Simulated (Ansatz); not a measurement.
Consider the redistribution: `COB(N)O` + `BS` → `COBO` + `NBS`.

Gas-phase electronic energies from Ansatz, PBE0-D4/def2-TZVP geometries. CBS: MP2 limit from def2 TZ/QZ plus the TZ coupled-cluster correction, frozen cores. This one scheme is used for every species. Functionals use def2-TZVPP. B3LYP here is the variant with VWN-RPA as its local correlation; programs differ in this. HSE06 is defined as in plane-wave codes. Each species was taken in one conformer, which may not be the lowest.

`COB(N)O`:

Cartesian coordinates in Å:
```
C -0.435 -1.302 0.790
O 0.398 -0.176 0.892
B 0.452 0.756 -0.117
N -0.304 0.663 -1.303
O 1.288 1.832 0.049
H -0.166 -1.926 -0.071
H -0.314 -1.897 1.695
H -1.490 -1.016 0.704
H -0.939 -0.084 -1.512
H -0.237 1.365 -2.017
H 1.746 1.785 0.891
```

`BS`:

Cartesian coordinates in Å:
```
B 0.391 -0.129 0.408
S -1.249 0.096 -0.202
H 0.479 -0.460 1.549
H 1.341 0.042 -0.288
H -0.963 0.451 -1.467
```

`COBO`:

Z-matrix (Å, degrees):
```
C
O 1 1.410
H 1 1.094 2 111.5
H 1 1.092 2 109.2 3 -120.6
H 1 1.092 2 109.3 3 120.6
B 2 1.356 1 121.7 3 -1.0
O 6 1.356 2 119.6 1 -179.9
H 6 1.199 2 121.8 1 0.2
H 7 0.962 6 112.1 2 0.0
```

`NBS`:

Z-matrix (Å, degrees):
```
N
B 1 1.391
H 1 1.004 2 121.9
H 1 1.006 2 124.2 3 -180.0
S 2 1.816 1 120.0 3 180.0
H 2 1.194 1 119.9 3 -0.0
H 5 1.339 2 96.3 1 -180.0
```

```json
{"level": "LDA (SPW92)", "ΔE (kJ/mol)": "-28.6", "difference from CCSD(T)/CBS": "-5.2"}
{"level": "PBE-D4", "ΔE (kJ/mol)": "-29.6", "difference from CCSD(T)/CBS": "-6.2"}
{"level": "revPBE-D4", "ΔE (kJ/mol)": "-27.2", "difference from CCSD(T)/CBS": "-3.8"}
{"level": "BLYP-D4", "ΔE (kJ/mol)": "-28.6", "difference from CCSD(T)/CBS": "-5.2"}
{"level": "r2SCAN-D4", "ΔE (kJ/mol)": "-24.3", "difference from CCSD(T)/CBS": "-0.9"}
{"level": "B97M-V", "ΔE (kJ/mol)": "-22.3", "difference from CCSD(T)/CBS": "1.1"}
{"level": "PBE0-D4", "ΔE (kJ/mol)": "-25.8", "difference from CCSD(T)/CBS": "-2.4"}
{"level": "B3LYP-D4", "ΔE (kJ/mol)": "-25.9", "difference from CCSD(T)/CBS": "-2.5"}
{"level": "r2SCANh-D4", "ΔE (kJ/mol)": "-23.5", "difference from CCSD(T)/CBS": "-0.1"}
{"level": "r2SCAN0-D4", "ΔE (kJ/mol)": "-22.3", "difference from CCSD(T)/CBS": "1.1"}
{"level": "HSE06-D4", "ΔE (kJ/mol)": "-26.0", "difference from CCSD(T)/CBS": "-2.6"}
{"level": "BHLYP-D4", "ΔE (kJ/mol)": "-22.2", "difference from CCSD(T)/CBS": "1.2"}
{"level": "CAM-B3LYP-D4", "ΔE (kJ/mol)": "-25.6", "difference from CCSD(T)/CBS": "-2.2"}
{"level": "ωB97X-V", "ΔE (kJ/mol)": "-24.8", "difference from CCSD(T)/CBS": "-1.4"}
{"level": "B2PLYP", "ΔE (kJ/mol)": "-26.7", "difference from CCSD(T)/CBS": "-3.3"}
{"level": "PBE-QIDH", "ΔE (kJ/mol)": "-24.4", "difference from CCSD(T)/CBS": "-1.0"}
{"level": "revPBE", "ΔE (kJ/mol)": "-32.3", "difference from CCSD(T)/CBS": "-8.9"}
{"level": "BLYP", "ΔE (kJ/mol)": "-31.8", "difference from CCSD(T)/CBS": "-8.4"}
{"level": "r2SCAN", "ΔE (kJ/mol)": "-24.7", "difference from CCSD(T)/CBS": "-1.3"}
{"level": "PBE0", "ΔE (kJ/mol)": "-27.0", "difference from CCSD(T)/CBS": "-3.6"}
{"level": "B3LYP", "ΔE (kJ/mol)": "-28.1", "difference from CCSD(T)/CBS": "-4.7"}
{"level": "r2SCANh", "ΔE (kJ/mol)": "-23.9", "difference from CCSD(T)/CBS": "-0.5"}
{"level": "r2SCAN0", "ΔE (kJ/mol)": "-22.8", "difference from CCSD(T)/CBS": "0.6"}
{"level": "HSE06", "ΔE (kJ/mol)": "-27.1", "difference from CCSD(T)/CBS": "-3.7"}
{"level": "BHLYP", "ΔE (kJ/mol)": "-23.5", "difference from CCSD(T)/CBS": "-0.1"}
{"level": "CAM-B3LYP", "ΔE (kJ/mol)": "-26.8", "difference from CCSD(T)/CBS": "-3.4"}
{"level": "RPA@PBE/def2-TZVPP", "ΔE (kJ/mol)": "-22.8", "difference from CCSD(T)/CBS": "0.6"}
{"level": "HF/def2-SVP", "ΔE (kJ/mol)": "-20.8", "difference from CCSD(T)/CBS": "2.6"}
{"level": "MP2/def2-SVP", "ΔE (kJ/mol)": "-29.8", "difference from CCSD(T)/CBS": "-6.4"}
{"level": "CCSD/def2-SVP", "ΔE (kJ/mol)": "-26.3", "difference from CCSD(T)/CBS": "-2.9"}
{"level": "CCSD(T)/def2-SVP", "ΔE (kJ/mol)": "-27.2", "difference from CCSD(T)/CBS": "-3.8"}
{"level": "MP2/def2-TZVPP", "ΔE (kJ/mol)": "-25.3", "difference from CCSD(T)/CBS": "-1.9"}
{"level": "SCS-MP2/def2-TZVPP", "ΔE (kJ/mol)": "-25.1", "difference from CCSD(T)/CBS": "-1.7"}
{"level": "CCSD/def2-TZVPP", "ΔE (kJ/mol)": "-21.9", "difference from CCSD(T)/CBS": "1.5"}
{"level": "CCSD(T)/def2-TZVPP", "ΔE (kJ/mol)": "-23.0", "difference from CCSD(T)/CBS": "0.4"}
{"level": "HF/def2-QZVPP", "ΔE (kJ/mol)": "-19.5", "difference from CCSD(T)/CBS": "3.9"}
{"level": "MP2/def2-QZVPP", "ΔE (kJ/mol)": "-25.7", "difference from CCSD(T)/CBS": "-2.3"}
{"level": "HF/CBS(def2)", "ΔE (kJ/mol)": "-19.5", "difference from CCSD(T)/CBS": "3.9"}
{"level": "MP2/CBS(def2)", "ΔE (kJ/mol)": "-25.7", "difference from CCSD(T)/CBS": "-2.3"}
{"level": "CCSD/CBS(def2)", "ΔE (kJ/mol)": "-22.3", "difference from CCSD(T)/CBS": "1.1"}
{"level": "CCSD(T)/CBS", "ΔE (kJ/mol)": "-23.4", "difference from CCSD(T)/CBS": "0"}
```

(1) What do rigid-rotor, harmonic-oscillator terms from PBE0-D4/def2-TZVP frequencies (298.15 K, 1 bar) make of the CCSD(T)/CBS value? (Estimate.)

Largest T1 diagnostic among the species: 0.015.

## Answers

(1) Computed: ΔZPE = +3.5 kJ/mol, ΔH = -20.5 kJ/mol, ΔS = 3 J/(mol·K), ΔG = -21.3 kJ/mol.

From BLYP to BHLYP (50 % exact exchange), in def2-TZVPP and without D4, ΔE moves by +8.4 kJ/mol. In def2-TZVPP, CCSD(T) changes the Hartree–Fock value by −3.9 kJ/mol (the triples alone add −1.1 kJ/mol) and MP2 by −6.2 kJ/mol. At CCSD(T), def2-SVP lies −3.8 kJ/mol from the extrapolated value and def2-TZVPP +0.4 kJ/mol.
